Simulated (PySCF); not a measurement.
NICS in isomers of C5H7OPS.

Probes without a nucleus sit at each ring's centroid and 1 Å off its mean plane on both sides; NICS is minus the shielding there, NICSzz its component along the normal. Level: GIAO PBE0/pcSseg-1 (PySCF, non-relativistic, gas phase) on the GFN2-xTB geometries, one conformer each. Atom numbers follow the mapped SMILES.

**Question.** Order these rings by mean NICS(1)zz, lowest (most negative) first (ppm).
A. ring C3–O4–C5–C6–P8 in `[CH3:1][S:2][c:3]1[o:4][cH:5][c:6]([CH3:7])[p:8]1`
B. ring C3–P4–C5–C6–S8 in `[CH3:1][O:2][c:3]1[p:4][cH:5][c:6]([CH3:7])[s:8]1`
C. ring C4–C5–C6–S7–C8 in `[CH3:1][P@@H:2](=[O:3])[c:4]1[cH:5][cH:6][s:7][cH:8]1`
D. ring C3–P4–C5–O6–C7 in `[CH3:1][S:2][c:3]1[p:4][cH:5][o:6][c:7]1[CH3:8]`
E. ring C3–C4–O5–C6–P8 in `[CH3:1][S:2][c:3]1[cH:4][o:5][c:6]([CH3:7])[p:8]1`

**Answer.** C (-27.5), D (-24.3), E (-22.8), A (-21.0), B (-19.5).

```tsv
SMILES	ring	NICS(0)	NICS(1)	NICS(1)zz	HOMA	rms pucker (Å)	ring atoms with four or more neighbours
C[P@@H](=O)c1ccsc1	5-membered ring with S; formal bonds all aromatic	-12.6	-11.6	-27.5	0.80	0.00	0
CSc1pcoc1C	5-membered ring with O and P; formal bonds all aromatic	-11.2	-10.7	-24.3	0.48	0.00	0
CSc1coc(C)p1	5-membered ring with O and P; formal bonds all aromatic	-10.5	-10.1	-22.8	0.43	0.00	0
CSc1occ(C)p1	5-membered ring with O and P; formal bonds all aromatic	-10.2	-9.5	-21.0	0.35	0.00	0
COc1pcc(C)s1	5-membered ring with P and S; formal bonds all aromatic	-10.5	-9.6	-19.5	0.65	0.00	0
```

NICS(0) gives another order. The isotropic NICS(1) gives another order. Over the 5 rings with a HOMA value its correlation coefficient with NICS(1)zz is -0.50. HOMA uses Krygowski's 1993 parameters. NICS(1) and NICS(1)zz are means over the two faces.
